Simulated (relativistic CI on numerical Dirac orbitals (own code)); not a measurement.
# B³⁺: what numerical and physical settings do to a radial Dirac CI calculation

Reference input:

```
atom B  Z=5  charge=3  electrons=2
nucleus A=11  rms_radius_fm=2.4060
hamiltonian dirac-coulomb  breit=on  qed=on  c_scale=1
orbitals kli  potential=per-configuration
slater_scale 1
correlation none
mixing on
grid step=0.0125 r_max=19.8
scf mixing=0.4 start=green max_iterations=150 tolerance=2e-08 node_fill=0.05
configurations
  1s2
  1s 2s
end
```

Computed lowest total energy -21.99097 Ha, first excitation 1592525.4 cm⁻¹, 16 SCF steps. Runs with settings changed; * marks those that are bad on purpose (the QED terms keep the true α when c is scaled):

| Changed | Outcome | Lowest level | ΔE (Ha) | First excitation (cm⁻¹) | SCF steps | Message |
| --- | --- | --- | --- | --- | --- | --- |
| end of the grid at 59.4 bohr | converged | 1s2 1S_0 | 0 | 1592525.4 | 16 |  |
| nuclear radius 2.6466 fm, Slater scale 1.2, QED terms off | converged | 1s2 1S_0 | -0.000809 | 1590835.6 | 16 |  |
| nuclear radius 2.6466 fm | converged | 1s2 1S_0 | -4.33e-07 | 1592525.5 | 16 |  |
| speed of light × 10, end of the grid at 13.86 bohr, SCF mixing 0.05 | converged | 1s2 1S_0 | 0.00543 | 1592411.9 | 17 |  |
| charge 4 * | refused |  |  |  | 0 | configuration 1s2 has 2 electrons, the ion has 1 |
| speed of light × 0.4 * | converged | 1s2 1S_0 | -0.0291 | 1593148.4 | 16 |  |

With so few configurations and no correlation, terms lie too far apart (by 10 to 50 % near neutrality), their order can be wrong, and levels of other configurations are missing.
